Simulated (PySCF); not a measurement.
## Two-component Hartree-Fock for Br (bromine, neutral)

Start: [Ar] 3d10 4s2 4p5; 4p1/2 filled at m_j = +1/2; 4p3/2 filled at m_j = -3/2, -1/2, +1/2, +3/2. Calculated with PySCF 2.14 in x2c-SVPall-2c (5s6p3d, 38 functions): generalised Hartree-Fock with the X2C-1e Hamiltonian and a Gaussian nucleus; one run each with spin-orbit coupling (SO) screened by Boettger's factors, then bare. This is a chosen level, not necessarily the ground level.

| spinor shell | electrons | ε, screened SO (eV) | ε, bare SO (eV) | weight of nominal j (bare SO) | rms radius, bare SO (bohr) |
| --- | --- | --- | --- | --- | --- |
| 1s1/2 | 2 | -13552.1 | -13552.1 | 1.000 | 0.0493 |
| 2s1/2 | 2 | -1824.6 | -1824.6 | 1.000 | 0.205 |
| 2p1/2 | 2 | -1637.2 | -1639.3 | 1.000 | 0.180 |
| 2p3/2 | 4 | -1588.9 | -1588.0 | 1.000 | 0.184 |
| 3s1/2 | 2 | -277.19 | -277.20 | 1.000 | 0.588 |
| 3p1/2 | 2 | -210.06 | -210.38 | 1.000 | 0.601 |
| 3p3/2 | 4 | -202.88 | -202.73 | 1.000 | 0.611 |
| 3d3/2 | 4 | -86.379 | -86.658 | 1.000 | 0.648 |
| 3d5/2 | 6 | -85.302 | -85.128 | 1.000 | 0.654 |
| 4s1/2 | 2 | -27.645 | -27.649 | 0.999 | 1.83 |
| 4p1/2 | 1 | -13.418 | -13.445 | 0.984 | 2.21 |
| 4p3/2 | 4 | -11.982 | -11.975 | 0.989 | 2.26 |

| quantity | screened SO | bare SO |
| --- | --- | --- |
| E (hartree) | -2604.03369 | -2604.04814 |
| M_J | 1/2 | 1/2 |
| ⟨J²⟩ | 0.842 | 0.833 |
| ⟨L²⟩ | 2.017 | 2.018 |
| ⟨S²⟩ | 0.759 | 0.759 |

Each row is a mean over spinors that exchange with the open shell spreads, by up to 1.817 eV (4s1/2).

⟨J²⟩ departs a little from M_J(M_J + 1) because the unrestricted spinors polarise the closed shells.
